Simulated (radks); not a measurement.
Values are calculated unless marked as measured or tabulated.
Initial-state core-level shifts of neutral niobium when its valence configuration changes from [Kr] 4d4 5s1. Code: a radial shooting solver on a logarithmic mesh with Libxc functionals. Model: Dirac Kohn-Sham, PBEsol, spin-unpolarised, spherical densities, point nucleus; open shells fill j = l - 1/2 first. Shifts are changes of the shell-averaged eigenvalues in eV (positive: less bound).

valence              1s      3s      3p      4p
4d3.5 5s1 5p0.5  -1.785  -1.848  -1.848  -1.722
4d5              +1.716  +1.853  +1.854  +1.690
4d2 5s1 5p2      -8.023  -8.331  -8.331  -7.441
4d3 5s2          -2.489  -2.640  -2.641  -2.319
4d3 5s1 5p1      -3.729  -3.865  -3.866  -3.551
4d3.5 5s1.5      -1.159  -1.233  -1.233  -1.093
4d4 5p1          -1.187  -1.163  -1.162  -1.205
4d4.5 5s0.5      +0.945  +1.017  +1.017  +0.922
4d4 5s0.5 5p0.5  -0.609  -0.596  -0.596  -0.618
